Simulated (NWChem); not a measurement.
# GaH3Se; SMILES [GaH2][SeH]

All runs: NWChem. Pople sets run with spherical d functions. All runs use the structure optimised with PBE0/def2-SVP. Ions are spin-unrestricted doublets at the neutral geometry; other ion states weren't tried.

**Question.** Predict the results for LRC-wPBEh/6-31G*. Quantities: vertical ionisation energy, ΔSCF (eV); −ε(HOMO) (eV).

**Answer.** The vertical ionisation energy, ΔSCF (eV) comes out as 9.52. The −ε(HOMO) (eV) is 9.07.
